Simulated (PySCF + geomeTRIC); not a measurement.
Species: H3Ge, SMILES `[GeH3]` (charge 0, multiplicity 2).

Q: Give a relaxed geometry from PySCF + geomeTRIC with B3LYP-D3(BJ)/def2-TZVP.

A: the end point of this relaxation (outside a Z-matrix the atoms follow the SMILES, hydrogens last).
Z-matrix (Å, degrees):
```
Ge
H 1 1.5431
H 1 1.5431 2 110.71
H 1 1.5431 2 110.71 3 123.17
```
